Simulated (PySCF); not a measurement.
Vertical excitations of a molecule CH₄N₂OSi from TDA-PBE/def2-SVPD run with PySCF, as energy in eV (oscillator strength): 5.99 (0.072), 6.28 (0.002), 6.53 (0.001), 6.58 (0.009), 6.77 (0.012), 7.00 (0.000), 7.29 (0.019), 7.35 (0.004), 7.38 (0.001), 7.41 (0.000). Lowest triplet (TDA): 5.61 eV. Geometry optimised at PBE0-D3(BJ)/def2-SVP. Other conformers were not sampled.

### Question
Which molecule gave these data?
A. N[Si@H]1N=CO1
B. N#CO[SiH2]N
C. N[SiH2]N=C=O

### Answer
C, N[SiH2]N=C=O
